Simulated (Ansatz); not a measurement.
Program: Ansatz. Geometries: PBE0-D4/def2-TZVP. ΔE: electronic, gas phase. CBS: MP2 limit from def2 TZ/QZ plus the TZ coupled-cluster correction, frozen cores. This one scheme is used for every species. Elements past krypton have def2 core potentials. For Sb outer-core shells are correlated without core-valence functions, which leaves a few kJ/mol of doubt a bond. Each species was taken in one conformer, which may not be the lowest.

`[BH2][SbH][CH3]` + `C=C=N` → `[CH3][SbH2]` + `BN=C=C`  (formal exchange of groups at the Sb–B bond)

`[BH2][SbH][CH3]`:

```xyz
9

B     1.102   -0.251   -1.474
Sb    0.106   -1.201    0.238
C    -1.156    0.429    0.887
H     0.480    0.448   -2.217
H     2.228   -0.542   -1.747
H     1.378   -0.962    1.347
H    -0.572    1.326    1.078
H    -1.684    0.129    1.792
H    -1.881    0.623    0.097
```

`C=C=N`:

```xyz
6

C     0.538    0.658    0.468
C    -0.088   -0.325   -0.120
N    -0.586   -1.312   -0.629
H     1.283    1.228   -0.070
H     0.306    0.915    1.493
H    -1.453   -1.165   -1.142
```

`[CH3][SbH2]`:

```xyz
7

C     0.850   -0.196   -0.037
Sb   -0.922    0.916    0.510
H     1.519    0.464   -0.589
H     1.351   -0.524    0.874
H     0.597   -1.059   -0.648
H    -1.810   -0.477    0.957
H    -1.585    0.877   -1.067
```

`BN=C=C`:

```xyz
8

B    -0.086   -1.505    1.226
N    -0.025   -0.438    0.357
C     0.028    0.488   -0.398
C     0.086    1.501   -1.224
H    -1.151   -1.998    1.449
H     0.927   -1.894    1.723
H    -0.815    1.876   -1.689
H     1.036    1.969   -1.445
```

```tsv
species	CCSD/def2-TZVPP energy (Eh)
`[BH2][SbH][CH3]`	-305.95563
`C=C=N`	-132.45915
`[CH3][SbH2]`	-280.59760
`BN=C=C`	-157.86112
```

Question: Work out ΔE.

Answer: ΔE = (-280.59760) + (-157.86112) − (-305.95563) − (-132.45915) = -0.04394 Eh = -115.4 kJ/mol. CCSD(T)/CBS gives -113.7 kJ/mol.

Largest T1 diagnostic among the species: 0.017.

From r2SCAN to r2SCAN0 (25 % exact exchange), in def2-TZVPP and without D4, ΔE moves by +3.2 kJ/mol. Leaving LDA and LC-ωPBE aside and taking each functional with its dispersion term where it has one, the values, not all of them listed here, spread over 17.9 kJ/mol, from BLYP-D4 to ωB97X-V. LDA lies −13.2 kJ/mol from PBE without D4.
